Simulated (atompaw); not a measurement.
# An all-electron radial function and its pseudo partner (Li (Z = 3))

Columns: radius, all-electron u(r) and pseudo u(r) of the 2p shell (level -1.54 eV) of lithium in the configuration [He] 2s0 2p1; PBEsol, scalar-relativistic, PAW (atompaw) scheme, atompaw 4.2.0.5.

| r (bohr) | all-electron | pseudo |
| --- | --- | --- |
| 0.115 | 0.0055 | 0.0018 |
| 0.231 | 0.0188 | 0.0073 |
| 0.346 | 0.0367 | 0.0163 |
| 0.462 | 0.0574 | 0.0287 |
| 0.577 | 0.0792 | 0.0439 |
| 0.692 | 0.1017 | 0.0616 |
| 0.808 | 0.1243 | 0.0818 |
| 0.923 | 0.1465 | 0.1035 |
| 1.038 | 0.1680 | 0.1264 |
| 1.154 | 0.1891 | 0.1502 |
| 1.269 | 0.2091 | 0.1742 |
| 1.385 | 0.2284 | 0.1982 |
| 1.500 | 0.2466 | 0.2214 |
| 1.615 | 0.2639 | 0.2437 |
| 1.731 | 0.2803 | 0.2651 |
| 1.846 | 0.2956 | 0.2849 |
| 1.962 | 0.3103 | 0.3034 |
| 2.077 | 0.3243 | 0.3202 |
| 2.192 | 0.3378 | 0.3355 |
| 2.308 | 0.3505 | 0.3494 |
| 2.423 | 0.3623 | 0.3618 |
| 2.538 | 0.3731 | 0.3729 |
| 2.654 | 0.3831 | 0.3830 |
| 2.769 | 0.3920 | 0.3919 |
| 2.885 | 0.4000 | 0.4000 |
| 3.000 | 0.4070 | 0.4070 |

Question: How many radial nodes do the two functions have?

Answer: The all-electron 2p function has n − l − 1 = 0; the pseudo-wave has 0.

Question: Is the pseudo-wave norm-conserving?

Answer: No, it belongs to a PAW set: the norm inside the radius is not constrained, and the difference is carried by the augmentation charge.
